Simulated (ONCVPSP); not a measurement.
## Nd (Z = 60): variants of one ONCV potential

Base potential:

| Property | Result |
| --- | --- |
| Element | neodymium (Nd) |
| Generator | ONCVPSP 4.0.1 |
| Type | optimised norm-conserving Vanderbilt (ONCV) |
| Functional | LDA (Perdew-Wang 92) |
| Relativity | scalar-relativistic |
| Frozen core | [Kr] 4d10 |
| Valence charge | 14 |
| Reference configuration | 4f4 5s2 5p6 6s1.75 (charge +0.25) |
| Partial waves | 5s+6s: rc 2.30 bohr, ncon 5, nbas 9, qcut 6.3 1/bohr, 2 projectors; 5p: rc 2.45 bohr, ncon 4, nbas 7, qcut 5.4 1/bohr, 2 projectors, debl 2.4 Ha; d scattering state at 0.04 Ha: rc 2.20 bohr, ncon 3, nbas 7, qcut 3.9 1/bohr, 2 projectors, debl 3.3 Ha; 4f: rc 1.55 bohr, ncon 3, nbas 8, qcut 11.8 1/bohr, 2 projectors, debl 4 Ha |
| Local potential | polynomial inside 1.05 bohr (lpopt 1, dvloc0 0 Ha) |
| Core correction | none |

In the d channel the program set the typed energies aside and used 0.050, 3.350 Ha.

Cutoffs, loose and tight: the cutoffs (Ha) at which the residual kinetic energy of the hardest occupied pseudo-wave falls to 1 and 0.1 mHa per electron. They do not see the model core or the augmentation charge, which bear on the density cutoff. Test errors are all-electron minus pseudo excitation energies from the reference, over the configurations 4f4 5s2 5p6 6s2; 4f4 5s2 5p6 6s1; 4f4 5s2 5p6 6s0; 4f4 5s2 5p6 6s1 6p1. A dash means not determined; rows that change the core or the reference have their own tests.

A true bound ghost makes a file unfit for plane-wave use even where its test errors are small: the radial tests pick states by their node count and pass the ghost by.

```tsv
change	outcome	cutoff, loose	cutoff, tight	bound ghosts	GHOST(+) flags above zero	largest test error (meV)
base	generated, projector energies reset by the program	55 Ha	61 Ha	s	p	tests left out (the all-electron energies of this program are off by 10 to 40 meV for near-neutral 4f atoms)
s: qcut 4.7; p: qcut 4; d: qcut 2.9; f: qcut 8.8	generated, projector energies reset by the program	40 Ha	154 Ha	s	p	tests left out (the all-electron energies of this program are off by 10 to 40 meV for near-neutral 4f atoms)
s: qcut 7.1; p: qcut 6.1; d: qcut 4.4; f: qcut 13.3	failed: ERROR pspot: first pseudo wave function has node, program will stop	–	–	–	–	–
s: qcut 7.7; p: qcut 6.6; d: qcut 4.8; f: qcut 14.5	failed: ERROR pspot: first pseudo wave function has node, program will stop	–	–	–	–	–
s: qcut 8.4; p: qcut 7.2; d: qcut 5.2; f: qcut 15.8	failed: ERROR pspot: first pseudo wave function has node, program will stop	–	–	–	–	–
s: qcut 9.1; p: qcut 7.8; d: qcut 5.6; f: qcut 17	failed: ERROR pspot: first pseudo wave function has node, program will stop	–	–	–	–	–
```

Q: What comes out with this change to the base: s: qcut 4; p: qcut 3.5; d: qcut 2.5; f: qcut 7.6?

A: outcome: generated, projector energies reset by the program; bound ghosts: s; GHOST(+) flags above zero: p, d; largest test error (meV): tests left out (the all-electron energies of this program are off by 10 to 40 meV for near-neutral 4f atoms).

Q: What comes out with this change to the base: s: qcut 6.2; p: qcut 5.3; d: qcut 3.8; f: qcut 11.6?

A: outcome: generated, projector energies reset by the program; cutoff, loose: 53 Ha; cutoff, tight: 59 Ha; bound ghosts: s; GHOST(+) flags above zero: p; largest test error (meV): tests left out (the all-electron energies of this program are off by 10 to 40 meV for near-neutral 4f atoms).

Q: What comes out with this change to the base: s: qcut 5.4; p: qcut 4.6; d: qcut 3.3; f: qcut 10.1?

A: outcome: generated, projector energies reset by the program; cutoff, loose: 45 Ha; cutoff, tight: 50 Ha; bound ghosts: s; GHOST(+) flags above zero: p; largest test error (meV): tests left out (the all-electron energies of this program are off by 10 to 40 meV for near-neutral 4f atoms).
